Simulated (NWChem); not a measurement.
SiHCl$_{2}$F; SMILES F[SiH](Cl)Cl

Program: NWChem. The level has its own optimisation; frequencies are unscaled.

Predict the results for Hartree-Fock/STO-3G. Quantities: r F–Si (Å); r Cl–Si (Å); r H–Si (Å); highest harmonic frequency (cm⁻¹); lowest (cm⁻¹); zero-point energy (kcal/mol); dipole (D).


* **r F–Si (Å)**: 1.598
* **r Cl–Si (Å)**: 2.075
* **r H–Si (Å)**: 1.424
* **highest harmonic frequency (cm⁻¹)**: 2888
* **lowest (cm⁻¹)**: 193
* **zero-point energy (kcal/mol)**: 11.3
* **dipole (D)**: 2.75
